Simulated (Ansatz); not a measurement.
A nudged elastic band was laid between two geometries of BF2HO + H2S (8 atoms, charge 0, multiplicity 1).

Theory: RHF/def2-SVP (Ansatz 0.2.0).

```
movable images  : 5
climbing image  : yes
spring          : 5.0 eV/Å²
optimiser       : quadratic models (default)
start path      : through a guess of the saddle point
force threshold : 0.05 eV/Å
iteration limit : 60
end points      : relaxed
```

Initial state:

```xyz
8
Properties=species:S:1:pos:R:3
B -0.018 -0.426 0.240
O -0.595 -1.077 1.249
H -1.534 -1.153 1.185
F 1.279 -0.249 0.233
F -0.706 -0.002 -0.798
S -0.113 2.672 1.666
H 0.703 3.051 0.679
H 0.876 2.213 2.437
```

Final state:

```xyz
8
Properties=species:S:1:pos:R:3
B 0.142 0.771 -0.110
O -0.348 -0.326 2.066
H -0.854 -1.118 1.960
F 1.264 0.110 -0.223
F -0.955 0.235 -0.593
S 0.103 2.515 0.422
H 1.396 2.605 0.738
H -0.857 0.236 2.632
```

(1) What changes between the two ends?

(2) What energy profile does the band end with?

(3) What is the geometry of the highest image?

Answers

(1) Bonds broken: B1–O2, S6–H8. Bonds formed: B1–S6, O2–H8. BF2HO + H2S becomes BF2HS + H2O.

(2) The forces met the threshold. The highest image is number 4 of 0 to 6, 200.8 kJ/mol above the first end and 113.7 kJ/mol above the last; the last end lies 87.1 kJ/mol above the first. Neighbouring images differ by up to 1.8 eV, so the band resolves the path poorly. A vibrational analysis at the climbing image gives one clearly imaginary mode, 1764i cm⁻¹: a first-order saddle point. The orbitals stay closed-shell, which can raise the energy where a bond breaks towards radicals; this wasn't checked here.

```json
{"image": "0", "path coordinate (Å)": "0.00", "energy (kJ/mol)": "0.0", "B1–O2 (Å)": "1.33", "S6–H8 (Å)": "1.33", "B1–S6 (Å)": "3.41"}
{"image": "1", "path coordinate (Å)": "0.86", "energy (kJ/mol)": "0.3", "B1–O2 (Å)": "1.33", "S6–H8 (Å)": "1.33", "B1–S6 (Å)": "3.45"}
{"image": "2", "path coordinate (Å)": "1.72", "energy (kJ/mol)": "2.3", "B1–O2 (Å)": "1.34", "S6–H8 (Å)": "1.33", "B1–S6 (Å)": "3.36"}
{"image": "3", "path coordinate (Å)": "2.58", "energy (kJ/mol)": "27.7", "B1–O2 (Å)": "1.35", "S6–H8 (Å)": "1.34", "B1–S6 (Å)": "2.89"}
{"image": "4", "path coordinate (Å)": "3.43", "energy (kJ/mol)": "200.8", "B1–O2 (Å)": "1.49", "S6–H8 (Å)": "1.62", "B1–S6 (Å)": "2.15"}
{"image": "5", "path coordinate (Å)": "4.34", "energy (kJ/mol)": "95.2", "B1–O2 (Å)": "1.81", "S6–H8 (Å)": "2.62", "B1–S6 (Å)": "1.88"}
{"image": "6", "path coordinate (Å)": "5.24", "energy (kJ/mol)": "87.1", "B1–O2 (Å)": "2.49", "S6–H8 (Å)": "3.32", "B1–S6 (Å)": "1.82"}
```

(3) 
```xyz
8
Properties=species:S:1:pos:R:3:forces:R:3
B 0.118 0.234 0.275 -0.01 0.00 0.00
O -0.341 -0.181 1.632 -0.01 0.00 -0.03
H -1.119 -0.727 1.630 0.01 -0.01 0.02
F 1.387 -0.049 0.022 0.01 -0.01 0.00
F -0.787 -0.042 -0.664 0.01 0.01 -0.01
S -0.079 2.292 0.864 0.00 0.01 0.00
H 1.165 2.466 1.320 0.00 0.00 0.00
H -0.453 1.035 1.812 -0.01 0.00 0.02
```

The run took 2.6 min on 1 thread of Arm Neoverse V2, on a shared host, peak memory 0.16 GiB.
